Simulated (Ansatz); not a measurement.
CH₂BrFO₂Si (`O[Si@@]1(Br)O[C@H]1F`). Charge 0, multiplicity 1. Geometry: relaxed with PBE0-D4/def2-TZVP. It is one conformer, not always the lowest.

```xyz
8

O     1.621   -0.334   -0.956
Si    0.054   -0.038   -0.691
Br   -0.855    0.398   -2.616
O    -0.780   -0.980    0.374
C    -0.665    0.368    0.914
F     0.116    0.392    2.028
H     2.139   -0.617   -0.197
H    -1.631    0.812    1.144
```

Task: What is the dipole moment at r2SCAN/def2-TZVPP? (Best estimate.)

Result: The calculation gave: 0.97 D, with components (0.69, 0.62, -0.28) D in this frame, pointing from negative to positive charge.

Task: And with PBE, B3LYP, ωB97M-V? (An estimate is asked.)

Result: Computed: PBE 0.93 D, B3LYP 1.06 D, ωB97M-V 1.09 D.

Task: Give the Mulliken charges with r2SCAN, ωB97M-V, B3LYP in def2-TZVPP. (Estimate.)

Result: Computed: 
```csv
atom,r2SCAN,ωB97M-V,B3LYP
O1,-0.38,-0.34,-0.35
Si2,0.65,0.60,0.61
Br3,-0.15,-0.12,-0.15
O4,-0.36,-0.35,-0.36
C5,0.15,0.10,0.15
F6,-0.21,-0.21,-0.22
H7,0.22,0.20,0.21
H8,0.08,0.12,0.11
```

B3LYP here is the variant with VWN-RPA as its local correlation; programs differ in this.
